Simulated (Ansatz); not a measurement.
`ClBC[O][GeH3]` and `C[O][GeH3]` differ in one atom or group.

Ansatz, PBE0-D4/def2-TZVP geometries, multiplicity 1. Each molecule was computed in one conformer, which needn't be the lowest.

Scalar relativity is left out up to krypton.

```tsv
property	`ClBC[O][GeH3]`
LUMO energy (B3LYP/def2-TZVPP) / eV	-1.65
LUMO energy (PBE0/def2-TZVPP) / eV	-1.44
HOMO energy (B3LYP/def2-TZVPP) / eV	-7.39
HOMO energy (PBE/def2-TZVPP) / eV	-6.12
HOMO energy (ωB97M-V/def2-TZVPP) / eV	-9.95
size of the dipole moment (ωB97M-V/def2-TZVPP) / D	1.17
```

(1) What does the change do to each property? (Best estimate.)

Results:

(1) Computed: 
```tsv
property	`C[O][GeH3]`	shift
LUMO energy (B3LYP/def2-TZVPP) / eV	0.06	1.71
LUMO energy (PBE0/def2-TZVPP) / eV	0.31	1.75
HOMO energy (B3LYP/def2-TZVPP) / eV	-7.54	-0.15
HOMO energy (PBE/def2-TZVPP) / eV	-6.21	-0.09
HOMO energy (ωB97M-V/def2-TZVPP) / eV	-10.15	-0.20
size of the dipole moment (ωB97M-V/def2-TZVPP) / D	1.14	-0.03
```

With PBE0 the HOMO falls by 0.15 eV and the LUMO rises by 1.75 eV, so the gap widens by about 1.90 eV. PBE moves the HOMO by -0.09 eV and ωB97M-V by -0.20 eV. Dipoles are sizes alone; their direction can turn.

B3LYP here is the variant with VWN-RPA as its local correlation; programs differ in this.
